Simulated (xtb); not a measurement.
xtb input (GFN2-xTB):

```bash
xtb mol.xyz --gfn 2 --ohess tight --chrg 0 --uhf 0
```
mol.xyz:
```
3

Ge    -0.01320986     0.00878856     0.89234908
Cl     1.08269421     1.28398730    -0.47310784
Cl    -1.05397726    -1.25191877    -0.47122521
```

End of the output:

```
optimized geometry written to: xtbopt.xyz

           -------------------------------------------------
          | TOTAL ENERGY              -11.168150777642 Eh   |
          | TOTAL ENTHALPY            -11.161086534069 Eh   |
          | TOTAL FREE ENERGY         -11.194859445938 Eh   |
          | GRADIENT NORM               0.000001719677 Eh/α |
          | HOMO-LUMO GAP               3.769813799715 eV   |
           -------------------------------------------------

------------------------------------------------------------------------
------------------------------------------------------------------------
 total:
 SCF:
 ANC optimizer:
 analytical hessian:
```
